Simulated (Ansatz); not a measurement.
A nudged elastic band was laid between two geometries of AlF₅H₃OTa (11 atoms, charge 0, multiplicity 1).

Computed with Ansatz, RHF/def2-SVP.

* movable images: 9
* climbing image: yes
* spring: 5.0 eV/Å²
* optimiser: quadratic models (default)
* start path: through a guess of the saddle point
* force threshold: 0.05 eV/Å
* iteration limit: 45
* end points: relaxed

First end point:

```xyz
11
Properties=species:S:1:pos:R:3
Ta 0.172 -0.099 0.112
F 1.754 0.848 0.233
F -0.322 0.224 1.892
F 0.489 -0.680 -1.643
F -1.043 1.165 -0.490
F -1.119 -1.695 0.225
O 1.158 -1.830 0.781
Al -0.157 -3.174 0.826
H 0.023 -4.203 -0.342
H -0.583 -3.523 2.293
H 2.075 -1.904 1.008
```

Last end point:

```xyz
11
Properties=species:S:1:pos:R:3
Ta -0.369 -0.360 0.185
F 2.007 -0.566 0.235
F -0.143 0.192 1.980
F -0.161 -0.773 -1.648
F 0.477 1.300 -0.260
F -2.190 -0.050 0.111
O -0.211 -2.150 0.661
Al 0.137 -3.786 1.088
H 1.642 -4.225 1.093
H -1.081 -4.708 1.435
H 2.338 0.258 0.015
```

Question: Which bonds break or form, and what moves?

Answer: Bonds broken: F6–Al8, O7–H11. Bonds formed: F2–H11.

Question: What energy profile does the band end with?

Answer: The forces met the threshold. The highest image is number 5 of 0 to 10, 2.09 eV above the first end and 0.61 eV above the last; the last end lies 1.49 eV above the first. Neighbouring images differ by up to 1.3 eV, so the band resolves the path poorly. A vibrational analysis at the climbing image gives one clearly imaginary mode, 1253i cm⁻¹: a first-order saddle point. The orbitals stay closed-shell, which can raise the energy where a bond breaks towards radicals; this wasn't checked here.

| image | path coordinate (Å) | energy (eV) | F6–Al8 (Å) | O7–H11 (Å) | F2–H11 (Å) |
| --- | --- | --- | --- | --- | --- |
| 0 | 0.00 | 0.00 | 1.86 | 0.95 | 2.88 |
| 1 | 0.97 | 0.23 | 1.96 | 0.95 | 2.69 |
| 2 | 1.93 | 0.71 | 2.74 | 0.95 | 2.48 |
| 3 | 2.90 | 0.75 | 3.19 | 0.95 | 2.33 |
| 4 | 3.87 | 0.83 | 3.65 | 0.96 | 2.04 |
| 5 | 4.83 | 2.09 | 4.03 | 1.26 | 1.09 |
| 6 | 5.58 | 1.69 | 4.13 | 2.10 | 0.92 |
| 7 | 6.33 | 1.65 | 4.41 | 2.63 | 0.91 |
| 8 | 7.07 | 1.63 | 4.41 | 3.02 | 0.91 |
| 9 | 7.82 | 1.57 | 4.50 | 3.49 | 0.91 |
| 10 | 8.56 | 1.49 | 4.51 | 3.57 | 0.92 |

Question: What is the geometry of the highest image?

Answer: 
```xyz
11
Properties=species:S:1:pos:R:3
Ta -0.232 -0.123 0.158
F 1.909 -0.239 0.152
F -0.138 0.283 1.993
F -0.195 -0.598 -1.663
F -0.066 1.674 -0.278
F -2.043 -0.483 0.273
O 0.567 -1.935 0.581
Al 0.386 -3.617 0.985
H 1.720 -4.417 1.160
H -1.077 -4.150 1.130
H 1.617 -1.263 0.404
```

The run took 19 min on 4 threads of Intel(R) Xeon(R) Platinum 8259CL CPU @ 2.50GHz (Skylake/Cascade Lake), on a shared host, peak memory 0.59 GiB.
